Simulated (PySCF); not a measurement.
# Radial density of V²⁺ (vanadium, charge +2)

UHF, [Ar] 3d2 4p1, one real determinant (an excited configuration). All numbers are calculated (PySCF 2.14, scalar relativity by spin-free X2C-1e, in x2c-QZVPPall with one added diffuse shell each of s, p, d, f, g type (12s8p6d4f3g, 121 functions)).

```json
{"r (bohr)": "0.000918", "4πr²ρ (e/bohr)": "0.1137", "4πr²(ρα − ρβ)": "0.0000"}
{"r (bohr)": "0.00154", "4πr²ρ (e/bohr)": "0.2961", "4πr²(ρα − ρβ)": "0.0000"}
{"r (bohr)": "0.00260", "4πr²ρ (e/bohr)": "0.7569", "4πr²(ρα − ρβ)": "0.0000"}
{"r (bohr)": "0.00437", "4πr²ρ (e/bohr)": "1.879", "4πr²(ρα − ρβ)": "-0.0001"}
{"r (bohr)": "0.00735", "4πr²ρ (e/bohr)": "4.436", "4πr²(ρα − ρβ)": "-0.0003"}
{"r (bohr)": "0.0124", "4πr²ρ (e/bohr)": "9.597", "4πr²(ρα − ρβ)": "-0.0005"}
{"r (bohr)": "0.0208", "4πr²ρ (e/bohr)": "17.90", "4πr²(ρα − ρβ)": "-0.0008"}
{"r (bohr)": "0.0350", "4πr²ρ (e/bohr)": "26.05", "4πr²(ρα − ρβ)": "-0.0002"}
{"r (bohr)": "0.0588", "4πr²ρ (e/bohr)": "26.15", "4πr²(ρα − ρβ)": "0.0041"}
{"r (bohr)": "0.0989", "4πr²ρ (e/bohr)": "20.72", "4πr²(ρα − ρβ)": "0.0184"}
{"r (bohr)": "0.166", "4πr²ρ (e/bohr)": "26.99", "4πr²(ρα − ρβ)": "0.0594"}
{"r (bohr)": "0.280", "4πr²ρ (e/bohr)": "25.76", "4πr²(ρα − ρβ)": "0.2422"}
{"r (bohr)": "0.471", "4πr²ρ (e/bohr)": "9.548", "4πr²(ρα − ρβ)": "0.9308"}
{"r (bohr)": "0.792", "4πr²ρ (e/bohr)": "11.54", "4πr²(ρα − ρβ)": "1.7340"}
{"r (bohr)": "1.33", "4πr²ρ (e/bohr)": "5.405", "4πr²(ρα − ρβ)": "1.1384"}
{"r (bohr)": "2.24", "4πr²ρ (e/bohr)": "0.7393", "4πr²(ρα − ρβ)": "0.5292"}
{"r (bohr)": "3.77", "4πr²ρ (e/bohr)": "0.2904", "4πr²(ρα − ρβ)": "0.2897"}
{"r (bohr)": "6.34", "4πr²ρ (e/bohr)": "0.01416", "4πr²(ρα − ρβ)": "0.0142"}
{"r (bohr)": "10.7", "4πr²ρ (e/bohr)": "1.757e-05", "4πr²(ρα − ρβ)": "0.0000"}
```

Densities and radii are taken from the X2C orbitals without a picture-change correction, which distorts them close to the nucleus.

⟨L²⟩ = 14.02 against 20 for a pure G term, so this real determinant mixes terms.
